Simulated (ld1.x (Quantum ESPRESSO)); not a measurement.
Nb: excitation energies, all-electron against RRKJ

ld1.x (Quantum ESPRESSO) 7.5 input, shortened:

```
&input
   title='Nb', zed=41., rel=1, dft='PBE', iswitch=3,
   config='[Kr] 4d4 5s1 5p0'
 /
 &inputp
   pseudotype=2, tm=.false., lloc=0,
   nlcc=.true., new_core_ps=.true., rcore=1.65
 /
3
5P  2  1   0.00   0.00  3.00  3.00  0.0
4D  3  2   4.00   0.00  1.60  1.60  0.0
5S  1  0   1.00   0.00  3.30  3.30  0.0
 &test
   configts(1)='4d4 5s1 5p0'
 /
```

Energies are relative to the spin-unpolarised reference configuration 4d4 5s1 5p0; without spin polarisation the order of configurations can differ from experiment.

```
valence configuration  charge  ΔE all-electron (eV)  error AE − PS (meV)
          4d4 5s0 5p0      +1                 6.637                  -16
          4d2 5s0 5p0      +3                45.402                 -666
      4d4.5 5s0.5 5p0       0                 0.558                  -17
          4d3 5s1 5p0      +1                 7.018                  -71
          4d3 5s2 5p0       0                -0.516                  -87
        4d4 5s0.5 5p0    +0.5                 2.638                 -3.9
```

**Question.** What are ΔE and the potential's error for 4d3 5s0 5p0?

**Answer.** ΔE = 20.677 eV all-electron; the error (AE − PS) is -123 meV.

Levels in the configuration 4d3 5s1 5p0:

```tsv
level	all-electron (eV)	pseudo (eV)
4d	-11.401	-11.585
5s	-10.499	-10.503
```
